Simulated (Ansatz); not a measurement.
Ansatz (a quantum-chemistry and plane-wave program) input (CAM-B3LYP/def2-TZVPD):

Ansatz 0.2 input:
```yaml
crystal:
  periodic: [false, false, false]
  atoms:
    - {symbol: O, position_ang: [-0.90817087, -0.60113466, -0.89647136]}
    - {symbol: S, position_ang: [-0.08680052, -0.06701727, 0.18179398]}
    - {symbol: O, position_ang: [-0.11007442, 1.38924843, 0.21833580]}
    - {symbol: O, position_ang: [1.27161202, -0.59249344, 0.14748729]}
    - {symbol: H, position_ang: [-0.63812544, -0.49268628, 1.33648235]}
basis:
  gaussian:
    orbitals: def2-TZVPD
hamiltonian:
  xc: {name: CAM-B3LYP}
magnetization: {spin_polarized: true, initial_magnetization: 1}
output: {forces: true}
```

End of the output:

```
mean field evaluation 2: about -16961.6693 eV, gradient 9.5e1 eV
mean field evaluation 4: about -16989.7858 eV, gradient 1.7e0 eV
mean field evaluation 8: about -16989.8053 eV, gradient 3.1e-1 eV
mean field evaluation 16: about -16989.8427 eV, gradient 2.3e-3 eV
mean field evaluation 32: about -16989.9365 eV, gradient 3.9e0 eV
mean field -16991.40909808 eV, -624.4227671639 hartree, gradient 2.8e-5 eV, S^2 0.769233; 5 other end points of the search recorded, 0 dependent functions left out
the calculation of the forces begins
reference -16991.40922162 eV, -624.4227717036 hartree; 21, 20 occupied and 154, 155 virtual orbitals, 899 factors
Total energy: -16991.40922162 eV, -624.4227717036 hartree
Atom 0 at    -0.908171    -0.601135    -0.896471 Å, force     0.360593     0.237283     0.395108 eV/Å
Atom 1 at    -0.086801    -0.067017     0.181794 Å, force     0.092939     0.071764    -0.194844 eV/Å
Atom 2 at    -0.110074     1.389248     0.218336 Å, force     0.032540    -0.580766    -0.063126 eV/Å
Atom 3 at     1.271612    -0.592493     0.147487 Å, force    -0.535313     0.233702    -0.034009 eV/Å
Atom 4 at    -0.638125    -0.492686     1.336482 Å, force     0.049241     0.038018    -0.103129 eV/Å
Dipole moment:    -0.199079    -0.153706     0.416948 e Å
```

It need not be the lowest isomer of its formula.
